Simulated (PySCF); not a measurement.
# Electron correlation in Ga (gallium, neutral)

[Ar] 3d10 4s2 4p1, 2P determinant. Computed with PySCF 2.14 in aug-cc-pVDZ-PP with ECP10MDF, with a scalar-relativistic core potential. Frozen: 3s2 3p6 3d10; 3 electrons correlated.

MP2 pair energies summed by pair of shells (mhartree):

```csv
pair,energy,share (%)
4s-4s,-17.54,60.7
4s-4p,-11.36,39.3
```

Total MP2 correlation energy: -28.90 mhartree.

Same-spin part -2.25 and opposite-spin part -26.64 mhartree; SCS-MP2 scales them by 1/3 and 6/5 to -32.72 mhartree.

| level | correlation energy (mhartree) |
| --- | --- |
| CCSD | -43.40 |
| (T) | -0.54 |
| CCSD(T) | -43.94 |

Diagnostics: T1 = 0.012, D1 = 0.0302, largest double amplitude 0.052.

Is a single reference adequate?

Yes, within this model without spin-orbit coupling: T1 lies below 0.03 and no double amplitude reaches 0.07.
